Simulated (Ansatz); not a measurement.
Consider the redistribution: `[OH][Ti]([SH])([Cl])[Cl]` + `[NH2][Ge]([Cl])([Cl])[Cl]` → `[NH2][Ti]([OH])([Cl])[Cl]` + `[SH][Ge]([Cl])([Cl])[Cl]`.

Isolated molecules relaxed with PBE0-D4/def2-TZVP in Ansatz; ΔE leaves out vibrations. CCSD(T)/CBS is the MP2 limit (def2-TZVPP, def2-QZVPP) plus CCSD(T) − MP2 in def2-TZVPP, frozen cores. DFT in def2-TZVPP. B3LYP here is the variant with VWN-RPA as its local correlation; programs differ in this. HSE06 is defined as in plane-wave codes. For Ge, Ti outer-core shells are correlated without core-valence functions, which leaves a few kJ/mol of doubt a bond. Scalar relativity is left out up to krypton. Each species was taken in one conformer, which may not be the lowest.

```csv
level,ΔE (kJ/mol),difference from CCSD(T)/CBS
LDA (SPW92),-6.1,1.5
PBE-D4,-9.4,-1.8
revPBE-D4,-10.5,-2.9
BLYP-D4,-11.3,-3.7
r2SCAN-D4,-5.7,1.9
B97M-V,-4.5,3.1
PBE0-D4,-10.3,-2.7
B3LYP-D4,-11.7,-4.1
r2SCAN0-D4,-7.9,-0.3
HSE06-D4,-10.2,-2.6
BHLYP-D4,-13.0,-5.4
ωB97X-V,-13.0,-5.4
ωB97M-V,-12.5,-4.9
B2PLYP,-2.6,5.0
PBE-QIDH,-3.0,4.6
PBE,-9.0,-1.4
revPBE,-9.8,-2.2
BLYP,-10.4,-2.8
r2SCAN,-5.6,2.0
B3LYP,-11.0,-3.4
r2SCANh,-6.5,1.1
r2SCAN0,-7.8,-0.2
HSE06,-9.8,-2.2
BHLYP,-12.3,-4.7
CAM-B3LYP,-12.5,-4.9
LC-ωPBE,-13.2,-5.6
RPA@PBE/def2-TZVPP,-3.3,4.3
MP2/def2-SVP,0.8,8.4
CCSD/def2-SVP,-13.4,-5.8
CCSD(T)/def2-SVP,-4.8,2.8
HF/def2-TZVPP,-14.7,-7.1
MP2/def2-TZVPP,1.5,9.1
SCS-MP2/def2-TZVPP,-2.5,5.1
CCSD/def2-TZVPP,-11.0,-3.4
CCSD(T)/def2-TZVPP,-4.7,2.9
HF/def2-QZVPP,-14.4,-6.8
MP2/def2-QZVPP,0.0,7.6
SCS-MP2/def2-QZVPP,-3.9,3.7
HF/CBS(def2),-14.3,-6.7
CCSD/CBS(def2),-13.9,-6.3
CCSD(T)/CBS,-7.6,0
```

Largest T1 diagnostic among the species: 0.026, so the coupled-cluster value is less sure than usual.

Leaving LDA and LC-ωPBE aside and taking each functional with its dispersion term where it has one, the values spread over 10.4 kJ/mol, from ωB97X-V to B2PLYP. In def2-TZVPP, CCSD(T) changes the Hartree–Fock value by +10.0 kJ/mol (the triples alone add +6.3 kJ/mol) and MP2 by +16.2 kJ/mol.
